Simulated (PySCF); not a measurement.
## Basis and Hamiltonian dependence of the excitation energy of Zr

Zr [Kr] 4d2 5s2 (3F) → Zr [Kr] 4d4 (5D). Calculated with PySCF 2.14 from differences of total energies of unrestricted determinants, without spin-orbit coupling. Values in eV.

| basis | Hamiltonian | functions | UHF | PBE | PBE0 | MP2 (valence) | CCSD(T) (valence) | CCSD(T) (valence and next inner shell) |
| --- | --- | --- | --- | --- | --- | --- | --- | --- |
| ANO-RCC-VDZP | spin-free X2C | 43 | 2.703 | 2.212 | 2.241 | 2.936 | n/a | n/a |
| aug-cc-pVDZ-PP with ECP28MDF | ECP | 54 | 2.441 | 1.912 | 1.992 | 2.687 | 2.817 | n/a |
| x2c-TZVPPall | spin-free X2C | 79 | 2.477 | 1.789 | 1.902 | 2.665 | 2.791 | 2.780 |
| def2-QZVPPD with the def2 core potential (28 electrons) | ECP | 81 | 2.511 | 1.964 | 2.038 | 2.709 | 2.825 | 2.795 |
| aug-cc-pVTZ-PP with ECP28MDF | ECP | 88 | 2.487 | 1.920 | 2.001 | 2.700 | 2.815 | n/a |
| x2c-TZVPPall with one added diffuse shell each of s, p, d, f type | spin-free X2C | 95 | 2.475 | 1.785 | 1.900 | 2.662 | 2.783 | 2.774 |
| aug-cc-pVTZ-DK | spin-free X2C | 102 | 2.494 | 1.805 | 1.919 | 2.702 | 2.820 | n/a |
| x2c-QZVPPall | spin-free X2C | 111 | 2.501 | 1.802 | 1.917 | 2.692 | 2.810 | n/a |
| aug-cc-pVTZ-PP with one added diffuse shell each of s, p, d, f, g type with ECP28MDF | ECP | 113 | 2.487 | 1.921 | 2.001 | 2.700 | n/a | n/a |
| aug-cc-pwCVTZ-PP with ECP28MDF | ECP | 122 | 2.499 | 1.924 | 2.006 | 2.693 | n/a | n/a |
| dyall-av2z | non-relativistic | 136 | 1.757 | 1.028 | 1.140 | 1.927 | n/a | n/a |
| aug-cc-pwCVTZ-DK with one added diffuse shell each of s, p, d, f, g type | spin-free X2C | 161 | 2.503 | n/a | n/a | n/a | n/a | n/a |

Frozen in the all-electron rows: valence: [Kr]; valence and next inner shell: [Ar] 3d10; with a core potential, the same shells as far as they lie outside it.

Non-relativistic rows lack the scalar-relativistic shift.
